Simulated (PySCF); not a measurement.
CH9AlO2Si2, SMILES [CH3][Al]([O][SiH3])[O][SiH3]. Atoms are numbered in the order given.

```xyz
15

Al     0.3675     0.6016     0.5570
C      1.1535     1.9110     1.7505
H      1.8558     1.4551     2.4652
H      0.3715     2.4378     2.3231
H      1.6983     2.6810     1.1782
O     -0.7905     1.0708    -0.5951
Si    -1.9101     1.2092    -1.7968
H     -3.2395     1.5714    -1.2226
H     -2.0519    -0.0759    -2.5450
H     -1.5002     2.2731    -2.7602
O      0.8073    -1.0383     0.6219
Si     1.0325    -2.6635     0.4647
H     -0.2794    -3.3737     0.3953
H      1.7933    -3.1918     1.6351
H      1.8039    -2.9649    -0.7777
```

Coordinates come from a B3LYP-D3(BJ)/def2-SVP optimisation. The isomer is the one that the SMILES or the coordinates give; other isomers of the formula were not compared. One conformer was computed; it need not be the lowest.

Level of theory: TDA-LC-ωPBE/def2-SVPD (PySCF).

Vertical excitations. The molecule is in vacuum.

| state | energy (eV) | λ (nm) | f | main pairs |
|---|---|---|---|---|
| S1 | 7.49 | 165 | 0.002 | HOMO→LUMO 60 %, HOMO−1→LUMO+4 10 %, HOMO→LUMO+5 10 % |
| S2 | 7.62 | 163 | 0.000 | HOMO−2→LUMO 58 %, HOMO−3→LUMO+4 17 %, HOMO−2→LUMO+5 10 % |
| S3 | 7.66 | 162 | 0.065 | HOMO−1→LUMO 58 %, HOMO→LUMO+4 19 % |
| S4 | 7.80 | 159 | 0.001 | HOMO−3→LUMO 44 %, HOMO−2→LUMO+4 24 %, HOMO−3→LUMO+5 10 % |
| S5 | 8.05 | 154 | 0.034 | HOMO−1→LUMO+1 68 %, HOMO−4→LUMO+1 17 % |
| S6 | 8.12 | 153 | 0.154 | HOMO−4→LUMO 49 %, HOMO−1→LUMO 13 %, HOMO→LUMO+4 12 %, HOMO−1→LUMO+5 9 % |
| T1 | 7.09 | 175 | 0 | HOMO−1→LUMO 47 %, HOMO→LUMO 9 %, HOMO→LUMO+4 8 % |
| T2 | 7.10 | 175 | 0 | HOMO→LUMO 40 %, HOMO−1→LUMO+4 11 %, HOMO−1→LUMO 10 %, HOMO→LUMO+5 10 % |
Triplets are in the Tamm–Dancoff approximation.
